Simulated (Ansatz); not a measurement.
Relaxing a trial structure of AlClFH2Si+

The starting geometry of this gas-phase singlet was optimised with GFN2-xTB.

```yaml
atoms:
  - { symbol: Al, position_ang: [0.7661, 0.4148, -0.9386] }
  - { symbol: Cl, position_ang: [2.3395, 1.6150, -0.7441] }
  - { symbol: F, position_ang: [-0.8037, 0.6195, -0.4988] }
  - { symbol: Si, position_ang: [0.3574, -1.8697, -1.8722] }
  - { symbol: H, position_ang: [-1.0003, -2.4646, -1.8258] }
  - { symbol: H, position_ang: [1.1847, -2.9066, -2.5246] }
```

Q: Predict what it relaxes into with BLYP-D3(BJ)/def2-SVP.

A: A new bond forms, giving a structure with Cl2 bridging Al1 and Si4, given below by its coordinates. Distances that change by over a tenth: Al1–Cl2 (1.99 → 2.27 Å). Contacts that close: Cl2–Si4 (4.16 → 2.40 Å).

The energy falls by 0.44 eV over 34 steps:

```json
{"step": "1", "E − E(last) (eV)": "0.441"}
{"step": "5", "E − E(last) (eV)": "0.277"}
{"step": "8", "E − E(last) (eV)": "0.273"}
{"step": "12", "E − E(last) (eV)": "0.273"}
{"step": "16", "E − E(last) (eV)": "0.255"}
{"step": "19", "E − E(last) (eV)": "0.228"}
{"step": "23", "E − E(last) (eV)": "0.192"}
{"step": "27", "E − E(last) (eV)": "0.073"}
{"step": "30", "E − E(last) (eV)": "0.007"}
{"step": "34", "E − E(last) (eV)": "0.000"}
```

Final geometry (Å):

```
atom    x (Å)    y (Å)    z (Å)
  Al  -0.1308   0.4528  -1.1715
  Cl   1.9635  -0.2523  -0.6653
   F  -0.8042   1.9223  -0.8741
  Si   0.4541  -1.7557  -1.7745
   H   0.2680  -2.8959  -0.8335
   H   1.0929  -2.0628  -3.0851
```

Frequencies at the end are all real (lowest 114 cm⁻¹). Run with Ansatz 0.2.0, 69 s on 1 thread of Arm Neoverse V2, with other jobs on the host.
